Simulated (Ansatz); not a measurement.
A nudged elastic band was laid between two geometries of Cl3In + H2 (6 atoms, charge 0, multiplicity 1).

Computed with Ansatz 0.2.0, RKS B3LYP-D4/def2-SVP.

| Property | Result |
| --- | --- |
| movable images | 5 |
| climbing image | yes |
| spring | 20.0 eV/Å² |
| optimiser | quadratic models (default) |
| start path | through a guess of the saddle point |
| force threshold | 0.05 eV/Å |
| iteration limit | 60 |
| end points | relaxed |

Image 0:

```xyz
6
Properties=species:S:1:pos:R:3
In 0.006 0.217 0.170
Cl 0.001 0.779 2.443
Cl 2.027 0.069 -0.999
Cl -2.015 -0.009 -0.987
H 0.079 -2.468 0.666
H 0.061 -2.190 1.377
```

Image 6:

```xyz
6
Properties=species:S:1:pos:R:3
In 0.029 -0.764 -0.469
Cl 0.020 -0.019 2.405
Cl 1.966 0.471 -1.024
Cl -1.966 0.381 -1.015
H 0.067 -2.431 -0.063
H 0.043 -1.239 2.837
```

**Question.** What changes between the two ends?

**Answer.** Bonds broken: In1–Cl2, H5–H6. Bonds formed: In1–H5, Cl2–H6. Cl3In + H2 becomes Cl3H2In.

**Question.** What energy profile does the band end with?

**Answer.** The forces met the threshold. The highest image is number 3 of 0 to 6, 29.9 kcal/mol above the first end and 16.5 kcal/mol above the last; the last end lies 13.4 kcal/mol above the first. Another band between the same ends (5 images) ends at a top of the same energy, where a vibrational analysis finds 1 clearly imaginary mode. The orbitals stay closed-shell, which can raise the energy where a bond breaks towards radicals; this wasn't checked here.

```csv
image,path coordinate (Å),energy (kcal/mol),In1–Cl2 (Å),H5–H6 (Å),In1–H5 (Å)
0,0.00,0.0,2.34,0.76,2.73
1,0.51,1.6,2.36,0.77,2.58
2,1.03,12.9,2.44,0.80,2.20
3,1.54,29.9,2.64,1.09,1.90
4,2.10,19.0,2.91,1.72,1.75
5,2.65,14.5,2.96,2.40,1.72
6,3.20,13.4,2.97,3.14,1.72
```

**Question.** What is the geometry of the highest image?

**Answer.** 
```xyz
6
Properties=species:S:1:pos:R:3
In 0.020 -0.428 -0.156
Cl 0.028 -0.021 2.457
Cl 2.066 0.184 -1.110
Cl -2.051 0.117 -1.091
H 0.050 -2.045 0.846
H 0.045 -1.409 1.725
```

Time of the run: 84 s on 2 threads of Arm Neoverse V1, with other jobs on the host, peak memory 0.21 GiB.
